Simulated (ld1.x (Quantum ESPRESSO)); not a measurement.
# tin (Sn) TM: all-electron and pseudo phase curves

Sn (Z = 50), norm-conserving Troullier–Martins (Kleinman–Bylander form), made with ld1.x (Quantum ESPRESSO) 7.5 (PBEsol, fully relativistic). Core [Kr] 4d10, reference 5s2 5p2. Waves: 5p (bound): rc 1.85 bohr; 5s (bound): rc 2.05 bohr. Local part: the s channel. Core correction: none.

Open shells are filled in proportion to 2j + 1 (rel_dist='average').

The phase is arctan(r·u′/u) with u = r·R(r), unwrapped; energies in Ry, scanned from -3 to 5 Ry. A pole is an energy at which the radial function vanishes at the test radius. The pseudo phase is shifted by a multiple of π to meet the all-electron one at the reference energy, and phase errors are pseudo minus all-electron; the curves can meet again beyond the range given. Levels narrower than the energy grid can be missing from the lists of poles.

Problem. For each channel, where are the poles, and over which energies does the pseudopotential scatter like the atom?

Solution.

```
channel  radius (bohr)  reference energy (Ry)  poles, all-electron  poles, pseudo  unbroken range about the reference energy with phases within 0.05 rad  phase error 1 Ry above the reference energy (rad)
      s           2.24                  -0.78                 2.02           1.85                                                              below 3.7                                             -0.005
   p1/2           2.24                  -0.30                 3.42           3.19                                                        the whole range                                             -0.010
   p3/2           2.24                  -0.26                 3.74           3.33                                                              below 4.9                                             -0.018
```

Phases in the p1/2 channel:

| E (Ry) | all-electron | pseudo |
| --- | --- | --- |
| -3.00 | 1.266 | 1.261 |
| -2.76 | 1.248 | 1.243 |
| -2.52 | 1.227 | 1.223 |
| -2.28 | 1.203 | 1.198 |
| -2.04 | 1.173 | 1.169 |
| -1.80 | 1.137 | 1.133 |
| -1.56 | 1.091 | 1.087 |
| -1.32 | 1.031 | 1.028 |
| -1.08 | 0.951 | 0.948 |
| -0.84 | 0.839 | 0.837 |
| -0.60 | 0.677 | 0.676 |
| -0.36 | 0.437 | 0.437 |
| -0.12 | 0.097 | 0.096 |
| 0.12 | -0.302 | -0.305 |
| 0.36 | -0.655 | -0.662 |
| 0.60 | -0.909 | -0.919 |
| 0.84 | -1.081 | -1.092 |
| 1.08 | -1.200 | -1.211 |
| 1.32 | -1.284 | -1.296 |
| 1.56 | -1.347 | -1.359 |
| 1.80 | -1.396 | -1.409 |
| 2.04 | -1.435 | -1.449 |
| 2.28 | -1.468 | -1.481 |
| 2.52 | -1.495 | -1.509 |
| 2.76 | -1.518 | -1.534 |
| 3.00 | -1.539 | -1.555 |
| 3.24 | -1.558 | -1.575 |
| 3.48 | -1.575 | -1.593 |
| 3.72 | -1.591 | -1.610 |
| 3.96 | -1.605 | -1.626 |
| 4.20 | -1.620 | -1.643 |
| 4.44 | -1.634 | -1.659 |
| 4.68 | -1.648 | -1.675 |
| 4.92 | -1.662 | -1.692 |
